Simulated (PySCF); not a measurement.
Compound: C3H9ClOSi.
Structure used (GFN2-xTB), in Å, numbered top down from 1:
```xyz
15
C3H9ClOSi angstrom
C      2.2967    0.0109    0.1573
C      0.8859    0.5542    0.3532
C     -0.1885   -0.3219   -0.2627
Cl    -0.2287   -1.9142    0.5843
Si    -1.9610    0.3999   -0.1445
O     -3.0277   -0.6486   -0.7607
H      2.3973   -0.9675    0.6213
H      2.5256   -0.0862   -0.9020
H      3.0254    0.6807    0.6074
H      0.6844    0.6745    1.4195
H      0.8047    1.5393   -0.1136
H      0.0825   -0.5658   -1.2923
H     -2.2182    0.6740    1.2673
H     -2.0849    1.5549   -1.0210
H     -2.9980   -1.5764   -0.5352
```

Computed, not measured: TDDFT B3LYP/def2-SVPD, vertical, gas phase, core orbitals frozen in the response in PySCF 2.14.0, density-fitted response routines.

What does the calculation give for the low-lying excited states?

```tsv
state	λ (nm)	E (eV)	f	|μ| (D)	main configurations (H = HOMO, L = LUMO)
S1	192.5	6.44	0.021	0.92	H→L (89%)
S2	181.5	6.83	0.0020	0.28	H→L+1 (85%), H→L (9%)
S3	175.4	7.07	0.0076	0.53	H-1→L (83%), H-1→L+1 (12%)
S4	171.5	7.23	0.0042	0.39	H→L+2 (88%)
S5	165.1	7.51	0.010	0.61	H-2→L (85%)
S6	164.1	7.56	0.0073	0.51	H-1→L+1 (79%), H-1→L (14%)
S7	157.3	7.88	0.030	1.00	H→L+3 (87%)
S8	156.2	7.94	0.0018	0.24	H-2→L+1 (51%), H-1→L+2 (22%), H-3→L (10%)
```

Triplets, Tamm–Dancoff:

```json
{"state": "T1", "E (eV)": "5.88", "λ (nm)": "211.0", "main configurations (H = HOMO, L = LUMO)": "H→L (69%), H→L+1 (22%)"}
{"state": "T2", "E (eV)": "6.49", "λ (nm)": "190.9", "main configurations (H = HOMO, L = LUMO)": "H-1→L (60%), H-1→L+1 (29%)"}
{"state": "T3", "E (eV)": "6.61", "λ (nm)": "187.5", "main configurations (H = HOMO, L = LUMO)": "H→L+1 (60%), H→L (27%)"}
```

The lowest singlet lies at 6.44 eV (192 nm, vacuum ultraviolet) and is weak; its leading configuration is HOMO→LUMO (89%). The most intense listed level is S7 at 7.88 eV (157 nm, f = 0.030), 1.44 eV above S1. Löwdin shares by element: HOMO chlorine 40%, carbon 22% or more, silicon 13%, oxygen 7% (atoms not listed hold the other 18%); LUMO chlorine 29%, silicon 18%, oxygen 13%, carbon 12% or more (atoms not listed hold the other 28%). The oscillator strengths of these states sum to 0.084; summed over the whole spectrum of an exact calculation they would give the number of electrons, 66 (Thomas–Reiche–Kuhn). Orbital energies (eV): HOMO-3 -9.36, HOMO-2 -8.78, HOMO-1 -8.40, HOMO -7.72, LUMO -0.24, LUMO+1 0.17, LUMO+2 0.41. The listed states span 1.49 eV, and the widest gap between neighbours is 0.39 eV (S1 to S2). Singlets were solved by full linear response, triplets in the Tamm–Dancoff approximation.

One conformer stands for the species.
